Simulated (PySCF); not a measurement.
## C₆ coefficients of unlike pairs at PBE

Calculated with PySCF 2.14 from the dipole response of each species, C₆(A,B) = (3/π) ∫ α_A(iu) α_B(iu) du, in atomic units, from isotropic polarisabilities. For ions this is the dispersion term alone; charge-induced terms of lower order in 1/R come first.

```tsv
species	configuration	basis	relativity	α (bohr³)	C₆ (like pair)
Ar(2+)	[Ne] 3s2 3p4 (3P)	aug-cc-pV(5+d)Z (8s7p6d4f3g2h)	none	4.836	16.98
Si(2+)	[Ne] 3s2 (1S)	aug-cc-pwCVQZ (10s9p7d5f3g)	none	11.69	40.12
Ru+	[Kr] 4d7 (4F)	x2c-TZVPPall with one added diffuse shell each of s, p, d, f type (9s7p7d3f1g)	spin-free X2C	16.32	104.5
Cd	[Kr] 4d10 5s2 (1S)	x2c-QZVPPall with one added diffuse shell each of s, p, d, f, g type (14s9p8d5f3g)	spin-free X2C	47.70	429.8
```

**Question.** Estimate C₆ for Cd with Ru+.

**Answer.** The integral gives 201.5. The combination rule 2 C_A C_B / (C_A α_B/α_A + C_B α_A/α_B) gives 198.6 and the geometric mean 212.0.

No spin-orbit coupling is included.

The other pairs:

```csv
pair,C₆
"Cd, Si(2+)",129.4
"Ru+, Si(2+)",63.00
"Si(2+), Ar(2+)",23.85
"Ru+, Ar(2+)",41.32
"Cd, Ar(2+)",74.64
```
